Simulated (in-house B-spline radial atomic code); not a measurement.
Configurations of the tellurium ion Te⁵⁺, with energies counted from [Kr] 4d10 5s1. Level of theory: Dirac-Hartree-Fock, average of configuration, Fermi nucleus of rms radius 4.7423 fm; calculated with a B-spline radial code for spherical atoms. Energies include first-order Breit, QED and recoil terms.

Occupations are held fixed; configurations that lie above the ionisation limit could autoionise.

| configuration | E - E(ref) (eV) | highest orbital | its <r> (bohr) |
| --- | --- | --- | --- |
| [Kr] 4d10 (5f7/2)1 | 45.594 | 5f7/2 | 4.027 |
| [Kr] 4d10 7s1 | 47.048 | 7s1/2 | 5.635 |
| [Kr] 4d10 (5g9/2)1 | 49.326 | 5g9/2 | 4.557 |
| [Kr] 4d10 (6f5/2)1 | 53.04 | 6f5/2 | 6.553 |
| [Kr] 4d10 8s1 | 54.07 | 8s1/2 | 8.261 |
| [Kr] (4d3/2)3 (4d5/2)6 5s1 (6g9/2)1 | 95.379 | 6g9/2 | 7.246 |
| [Ar] 3d10 4s2 (4p1/2)2 (4p3/2)3 4d10 5s1 (9d5/2)1 | 180.15 | 9d5/2 | 13.73 |

Problem. Order these further configurations by energy, lowest first.
A. [Kr] 4d10 (9f7/2)1
B. [Ar] (3d3/2)4 (3d5/2)5 4s2 4p6 4d10 5s1 (5f7/2)1
C. [Kr] (4d3/2)3 (4d5/2)6 5s2
D. [Kr] (4d3/2)3 (4d5/2)6 5s1 (8g9/2)1
E. [Kr] 4d10 (8g9/2)1

Solution. C (38.341 eV), E (61.281 eV), A (62.216 eV), D (101.37 eV), B (618.55 eV).

Problem. How far above the reference does [Kr] (4d3/2)4 (4d5/2)5 5s1 (9p1/2)1 lie?

Solution. 97.494 eV; its least bound orbital is 9p1/2 with <r> = 12.01 bohr.

Problem. How far above the reference does [Kr] 4d10 9s1 lie?

Solution. 58.177 eV; its least bound orbital is 9s1/2 with <r> = 11.39 bohr.
